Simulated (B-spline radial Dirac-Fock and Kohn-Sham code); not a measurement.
## Fe: non-radiative channels of the L1 vacancy

System: the free iron atom, configuration [Ar] 3d6 4s2.

Input of the calculation (task.json; shells as n, l, electrons):

```json
{"items": [{
  "Z": 26,
  "q": 0,
  "cfg": [[1, 0, 2], [2, 0, 2], [2, 1, 6], [3, 0, 2], [3, 1, 6], [3, 2, 6], [4, 0, 2]],
  "A": 56,
  "rrms": 3.7377,
  "do": ["binding", "quiet", "decay"],
  "holes": ["K", "L1", "L2", "L3", "M1", "M2", "M3", "N1"]
}]}
```

Run with: `python xray_run.py task.json out`

The computed values come from a radial B-spline solver: independent-particle radiative and Coulomb Auger rates from relativistic LDA hole-state orbitals, with Dirac-Fock energies. Kinetic energies are configuration averages from the vacuum level; the two-hole energies are estimated from single-hole states.

```tsv
transition	kinetic energy (eV)	width (meV)	share (%)
L1-L3M1	9.68	1200	16.4
L1-L2M2	38.08	410	5.6
L1-L2M3	38.46	565	7.8
L1-L3M2	48.99	514	7.1
L1-L3M3	51.24	1150	15.8
L1-L2M5	98.11	595	8.2
L1-L2M4	98.32	361	5.0
L1-L3M4	110.1	841	11.5
L1-L3M5	110.5	1190	16.3
L1-L2N1	111.8	48.6	0.7
L1-L3N1	124.0	90.3	1.2
L1-M1M1	623.4	26.7	0.4
L1-M1M2	666.3	48.0	0.7
L1-M1M3	667.9	93.9	1.3
L1-M1M4	724.2	30.0	0.4
L1-M1M5	724.4	44.3	0.6
```

Coster-Kronig rates are the weakest part of this model and often come out 1.5 to 2.5 times too large. Channels within a few eV of threshold rest on estimated energies and may be closed in reality. The listed channels hold 99 % of the non-radiative rate. Summed by principal shells, of 7.29 eV in all: LLM 93.7 %, LMM 4.2 %, LLN 1.9 %, LMN 0.3 %.
